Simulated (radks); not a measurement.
Spherical quantum dot in the effective-mass picture: electrons in a well V = -V0 / (1 + exp((r - R)/a)) with V0 = 39.5, R = 1.47, a = 0.089, with a point charge +1 (a donor) at the centre, all in effective atomic units (hartree* = m*/eps^2 hartree, bohr* = eps/m* bohr), one dielectric constant everywhere. Calculated with a radial shooting solver with Libxc functionals: non-relativistic Kohn-Sham, r2SCAN, spin-polarised, spherical densities, generalised Kohn-Sham scheme. Levels are named by radial order and angular momentum (1s, 1p, 1d, 2s, ...), and open shells are averaged over m. Results are scaled to m* = 0.027 and eps = 12.6, for which hartree* = 4.628 meV and bohr* = 24.69 nm.

N = 6, configuration 1s2 1p(up 3, down 1). This is the lowest configuration that the search found. Occupied and some empty levels:

level    occupation  eigenvalue (meV)  <r> (nm)
1s up             1           -154.05     18.17
1s down           1           -153.26     17.99
1p up             3           -142.75     22.07
1p down           1           -141.61     22.07
1d up             0           -129.11     24.26
1d down           0           -127.83     24.28
2s up             0           -124.61     18.57
2s down           0           -123.90     18.64
1f up             0           -112.85     25.84
1f down           0           -111.44     25.87

Energy (meV): total -957.958, kinetic 91.378, external -1116.0, Hartree 88.727, exchange-correlation -22.077.

Electron density:

r (nm)  n(r) (e/nm^3)
1.96        0.0001004
4.15       0.00009080
6.34       0.00008625
8.52       0.00008479
10.7       0.00008463
12.9       0.00008415
15.1       0.00008205
17.3       0.00007739
19.5       0.00006973
21.6       0.00005927
23.8       0.00004682
26.0       0.00003374
28.2       0.00002172
30.4       0.00001197
32.6        5.488e-06
34.8        1.988e-06
37.0        5.735e-07
39.1        1.420e-07
41.3        3.152e-08
43.5        6.819e-09
